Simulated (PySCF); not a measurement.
# Sc⁺: ionisation energy

Sc⁺ [Ar] 3d1 4s1 (3D) → Sc²⁺ [Ar] 3d1 (2D), as a difference of total energies. All numbers are calculated (PySCF 2.14, the non-relativistic Hamiltonian (point nucleus), in def2-QZVPPD). Correlated levels: valence: [Ar] frozen. The calculations carry no spin-orbit coupling.

| method | ionisation energy (eV) | difference from reference (eV) |
| --- | --- | --- |
| UHF | 12.155 | -0.645 |
| MP2 (valence) | 12.248 | -0.552 |
| SCS-MP2 (valence) | 12.186 | -0.614 |
| CCSD (valence) | 12.284 | -0.516 |

Reference: 12.800 eV (measured; NIST Atomic Spectra Database, ionization energies).

These non-relativistic numbers lack the scalar-relativistic shift.

The reference lies between the lowest fine-structure levels, while these numbers refer to the centres of the terms.

Errors of the correlated levels include the incompleteness of this basis and the frozen core.

With two correlated electrons CCSD is exact in that space.
